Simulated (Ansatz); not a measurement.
`[F][Ga]([F])[Br]` and `[F][Ga]([Br])[Br]` differ in one atom or group.

Ansatz, PBE0-D4/def2-TZVP geometries, multiplicity 1. 

Scalar relativity is left out up to krypton. Spin–orbit coupling is left out; it splits and shifts lone-pair levels of the heavy atoms by tenths of an eV.

```tsv
property	`[F][Ga]([F])[Br]`
LUMO energy (PBE/def2-TZVPP) / eV	-3.17
HOMO energy (PBE0/def2-TZVPP) / eV	-9.42
LUMO energy (PBE0/def2-TZVPP) / eV	-2.21
zero-point energy (PBE0-D4/def2-TZVP) / kJ/mol	13.4
HOMO–LUMO gap (PBE0/def2-TZVPP) / eV	7.22
HOMO–LUMO gap (ωB97M-V/def2-TZVPP) / eV	11.42
```

Give the same properties after the change, and the shifts. (Best estimate.)

Computed: 
```
                                      property  `[F][Ga]([Br])[Br]`  shift
             LUMO energy (PBE/def2-TZVPP) / eV                -3.09   0.08
            HOMO energy (PBE0/def2-TZVPP) / eV                -9.01   0.41
            LUMO energy (PBE0/def2-TZVPP) / eV                -2.18   0.03
zero-point energy (PBE0-D4/def2-TZVP) / kJ/mol                 10.3   -3.1
          HOMO–LUMO gap (PBE0/def2-TZVPP) / eV                 6.83  -0.39
       HOMO–LUMO gap (ωB97M-V/def2-TZVPP) / eV                10.96  -0.46
```
